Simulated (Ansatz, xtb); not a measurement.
## C6H7NO2: which of two isomers lies lower

Structure I is `N#CCC[C@@H]1CC(=O)O1`, a singlet and structure II is `Cc1c[nH]cc1C(=O)O`, a singlet. Both are isolated molecules in the gas phase, relaxed with PBE-D3(BJ)/def2-SVP; the shapes shown needn't be the lowest conformers.

I (Å):

```tsv
atom	x (Å)	y (Å)	z (Å)
C	-0.7496	3.5876	0.0224
C	-0.2254	3.0263	-1.2232
C	0.7427	1.8493	-0.9881
C	0.0569	0.6527	-0.3581
C	0.7765	-0.7053	-0.4048
C	-0.3867	-1.1077	-1.3162
N	-1.1474	4.0040	1.0423
O	-0.7525	-2.0737	-1.9217
O	-1.0084	0.1267	-1.2401
H	0.2791	3.8357	-1.7906
H	-1.0792	2.6782	-1.8429
H	1.5833	2.1670	-0.3360
H	1.1756	1.5489	-1.9650
H	-0.3863	0.9117	0.6263
H	0.8249	-1.2741	0.5431
H	1.7686	-0.7190	-0.8973
```

II (Å):

```xyz
16

C    -0.2765    2.7771   -1.8275
C     0.2594    1.8775   -0.7561
C     1.0842    2.2584    0.2952
C     0.7366    0.0461    0.5467
C     0.0376    0.4581   -0.5930
C    -0.7490   -0.4824   -1.4001
N     1.3589    1.1416    1.0664
O    -0.8739   -1.6778   -1.1735
O    -1.3562    0.1120   -2.4709
H    -1.3852    2.7771   -1.8394
H     0.0716    3.8182   -1.6820
H     0.0395    2.4398   -2.8353
H     1.4952    3.2413    0.5506
H     1.9422    1.1393    1.9018
H     0.8110   -0.9514    0.9910
H    -1.8383   -0.6195   -2.9129
```

Quicker runs give these differences E(II) − E(I): GFN2-xTB −37.3 kcal/mol; HF/STO-3G +9.4 kcal/mol (at GFN2-xTB geometries); r2SCAN-D4/def2-SVP −37.1 kcal/mol (at GFN2-xTB geometries).

Q: Estimate E(II) − E(I) at the level CCSD(T)/def2-SVP + ΔMP2/def2-TZVPP.

A: Calculated at CCSD(T)/def2-SVP + ΔMP2/def2-TZVPP: E(II) − E(I) = −23.9 kcal/mol, so structure II lies lower.

How the difference moves with the method:

| level | geometry | E(II) − E(I) (kcal/mol) | departure from the last row (kcal/mol) | job, with rough time for the two |
| --- | --- | --- | --- | --- |
| GFN2-xTB | GFN2-xTB | −37.3 | −13.4 | optimisation, 0.15 s |
| HF/STO-3G | GFN2-xTB | +9.4 | +33.3 | single point, 0.52 s |
| r2SCAN-D4/def2-SVP | GFN2-xTB | −37.1 | −13.2 | single point, 5.1 s |
| PBE-D3(BJ)/def2-SVP | PBE-D3(BJ)/def2-SVP | −35.6 | −11.7 | optimisation, 27 s |
| HF/def2-SVP | PBE-D3(BJ)/def2-SVP | −26.0 | −2.1 | part of the CCSD(T) run |
| MP2/def2-SVP | PBE-D3(BJ)/def2-SVP | −28.4 | −4.5 | part of the CCSD(T) run |
| CCSD(T)/def2-SVP | PBE-D3(BJ)/def2-SVP | −25.0 | −1.1 | single point |
| CCSD(T)/def2-SVP + ΔMP2/def2-TZVPP | PBE-D3(BJ)/def2-SVP | −23.9 |  | single point, 3.3 min |

As drawn, II has 3 C∷C, 2 C∷N, 1 N–H, 1 O–H in place of 1 C≡N, 3 C–C, 1 C–O, 2 C–H (∷ is an aromatic bond). Structure I has a 4-membered ring, II a 5-membered ring (with an aromatic ring).

HF/STO-3G puts the two in the other order. The largest departure from CCSD(T)/def2-SVP + ΔMP2/def2-TZVPP is that of HF/STO-3G, 33.3 kcal/mol. The last row adds to CCSD(T) the change of the MP2 difference between the two basis sets, here +1.1 kcal/mol.

With thermal terms from frequencies at re-optimised GFN2-xTB minima (ideal gas, soft modes damped towards free rotors, one conformer each, 298.15 K, 1 atm): the zero-point term adds +0.4 kcal/mol; ΔH is −23.6 and ΔG −23.0 kcal/mol.

The correlated steps freeze 9 core orbitals. Mirror images aren't counted in ΔG. Codes used: Ansatz 0.2.0, xtb 6.7.1; the last row on 4 threads of Arm Neoverse V1 on a shared host.
